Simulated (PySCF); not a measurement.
Ga(Br)(OH)2 (BrGaH₂O₂), SMILES [OH][Ga]([OH])[Br]. Atoms are numbered in the order given.

```xyz
6

Ga    -0.0024     0.7476     0.0000
Br    -0.0155    -1.5207     0.0000
O     -1.5409     1.6171     0.0000
H     -1.4245     2.5741     0.0000
O      1.5084     1.6757     0.0000
H      2.3040     1.1328     0.0000
```
Charge 0, spin multiplicity 1.

Geometry optimised at PBE0-D3(BJ)/def2-SVP. The structure was generated by enumeration; whether it is a known compound was not checked. The values are those of a single conformer.

Level of theory: PBE0-D3(BJ)/def2-SVP (PySCF).

Frequencies are harmonic and unscaled.

```json
[
 {"mode": "1", "ν (cm⁻¹)": "131", "IR (km/mol)": "6.5", "Raman (Å⁴/amu)": "1.3", "depolarisation": "0.73", "moving atoms (share of kinetic energy)": "O 54 %, Ga 24 %, Br 14 %"},
 {"mode": "2", "ν (cm⁻¹)": "172", "IR (km/mol)": "13.2", "Raman (Å⁴/amu)": "0.0", "depolarisation": "–", "moving atoms (share of kinetic energy)": "Ga 47 %, O 44 %"},
 {"mode": "3", "ν (cm⁻¹)": "175", "IR (km/mol)": "22.6", "Raman (Å⁴/amu)": "2.0", "depolarisation": "0.64", "moving atoms (share of kinetic energy)": "O 74 %, H 13 %, Br 9 %"},
 {"mode": "4", "ν (cm⁻¹)": "312", "IR (km/mol)": "31.3", "Raman (Å⁴/amu)": "5.3", "depolarisation": "0.16", "moving atoms (share of kinetic energy)": "Br 48 %, Ga 44 %"},
 {"mode": "5", "ν (cm⁻¹)": "329", "IR (km/mol)": "229.7", "Raman (Å⁴/amu)": "0.6", "depolarisation": "0.75", "moving atoms (share of kinetic energy)": "H 91 %, O 9 %"},
 {"mode": "6", "ν (cm⁻¹)": "350", "IR (km/mol)": "2.3", "Raman (Å⁴/amu)": "0.6", "depolarisation": "0.75", "moving atoms (share of kinetic energy)": "H 91 %, O 9 %"},
 {"mode": "7", "ν (cm⁻¹)": "705", "IR (km/mol)": "71.1", "Raman (Å⁴/amu)": "14.1", "depolarisation": "0.07", "moving atoms (share of kinetic energy)": "O 87 %, Ga 12 %"},
 {"mode": "8", "ν (cm⁻¹)": "753", "IR (km/mol)": "122.2", "Raman (Å⁴/amu)": "3.3", "depolarisation": "0.68", "moving atoms (share of kinetic energy)": "O 74 %, Ga 23 %"},
 {"mode": "9", "ν (cm⁻¹)": "815", "IR (km/mol)": "59.6", "Raman (Å⁴/amu)": "1.3", "depolarisation": "0.73", "moving atoms (share of kinetic energy)": "H 90 %"},
 {"mode": "10", "ν (cm⁻¹)": "844", "IR (km/mol)": "125.9", "Raman (Å⁴/amu)": "1.8", "depolarisation": "0.75", "moving atoms (share of kinetic energy)": "H 89 %, O 8 %"},
 {"mode": "11", "ν (cm⁻¹)": "3899", "IR (km/mol)": "101.3", "Raman (Å⁴/amu)": "129.1", "depolarisation": "0.29", "moving atoms (share of kinetic energy)": "H 94 %"},
 {"mode": "12", "ν (cm⁻¹)": "3912", "IR (km/mol)": "82.3", "Raman (Å⁴/amu)": "89.6", "depolarisation": "0.23", "moving atoms (share of kinetic energy)": "H 94 %"}
]
```
